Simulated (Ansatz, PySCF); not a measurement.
Potential energy curve for CH (cation, charge +1), singlet.

- RHF/aug-cc-pVTZ (Ansatz, a quantum-chemistry and plane-wave program)
- RKS-PBE = Ansatz with restricted PBE/aug-cc-pVTZ
- UKS-B3LYP/6-31G* = PySCF with unrestricted B3LYP/6-31G*, spherical d
- FCI = full CI/aug-cc-pVTZ, frozen core (Ansatz)
- UHF/aug-cc-pVTZ (Ansatz)

Energies are in kJ/mol, each relative to the lowest point of its own curve near equilibrium.

```csv
R / Å,RHF,RKS-PBE,UKS-B3LYP/6-31G*,FCI,UHF
0.85,181.7,206.3,202.2,191.7,177.2
0.92,83.9,103.8,97.4,92.2,80.9
0.98,35.1,50.1,44.0,41.5,33.2
1.02,15.7,27.1,22.0,20.6,14.5
1.08,1.5,7.1,4.2,3.8,1.3
1.10,0.0,3.5,?,1.3,0.0
1.14,0.8,0.0,0.0,0.0,1.3
1.17,4.2,0.1,1.7,1.7,?
1.20,9.7,2.1,5.3,5.4,10.7
1.27,28.6,12.8,19.7,19.7,30.2
1.33,49.9,26.7,36.7,36.6,51.6
1.43,91.6,56.0,70.4,70.2,93.4
1.53,137.4,?,106.8,106.7,138.5
1.71,221.2,150.8,171.2,171.4,215.5
1.88,295.8,205.6,225.5,225.6,255.1
2.04,359.3,251.7,265.1,268.6,273.5
2.27,?,307.3,298.4,316.4,291.1
2.50,?,350.7,315.5,349.7,302.4
2.80,?,391.6,330.1,376.3,311.2
3.06,609.2,415.4,338.7,388.9,315.6
3.45,654.1,436.8,345.8,397.9,319.3
3.93,688.5,448.1,348.1,401.9,321.5
```

Task: Some entries are withheld; supply them.

Result: 
- 1.10, UKS-B3LYP/6-31G*: 1.6
- 1.17, UHF: 5.0
- 1.53, RKS-PBE: 89.2
- 2.27, RHF: 438.0
- 2.50, RHF: 502.2
- 2.80, RHF: 567.0

The scan ran from 0.85 to 4.54 Å; beyond the distances shown full CI changes its symmetry label. The restricted form behind RHF, RKS-PBE keeps the bonding electrons paired and can't separate into open-shell fragments. The unrestricted determinant behind UKS-B3LYP/6-31G* is spin-contaminated at 0.85 to 3.93 Å (<S²> up to 1.0, against 0.00 for a pure singlet). The unrestricted determinant behind UHF is spin-contaminated at 0.85 to 3.93 Å (<S²> up to 1.1, against 0.00 for a pure singlet).
